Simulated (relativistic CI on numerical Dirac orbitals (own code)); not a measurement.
## Spin-allowed bands of a d2 ion in an octahedral site, by hand

Problem. Take Δ = 21800 cm⁻¹ and B = 620 cm⁻¹ for a d2 ion in an octahedral site. Calculate the three spin-allowed bands.

Working.
1. The terms of highest spin are 3F (energy 0) and 3P (15B = 9300 cm⁻¹). Here the F term splits into A2 at +1.2Δ = 26160, T2 at +0.2Δ = 4360 and T1 at −0.6Δ = -13080 cm⁻¹.
2. The two T1 states mix through the element 0.4Δ: H = [[-13080, 8720], [8720, 9300]], with roots ½(H₁₁ + H₂₂) ∓ ½√[(H₂₂ − H₁₁)² + 4H₁₂²] = ½(-3780) ∓ ½(28373) = -16076 and 12296 cm⁻¹.
3. The ground term is 3T1 at -16076 cm⁻¹.
4. Bands: 3T2 20436 cm⁻¹ (489 nm), 3T1(P) 28373 cm⁻¹ (352 nm), 3A2 42236 cm⁻¹ (237 nm).

Check. Exact diagonalisation of the whole d2 shell with these parameters gives 3T2 20436, 3T1 28373, 3A2 42236 cm⁻¹. The match is exact, since without spin-orbit coupling no other term has this spin. The ratio of the second band to the first, 1.388, depends on Δ/B = 35.2 alone, which is how a Tanabe-Sugano diagram is read.
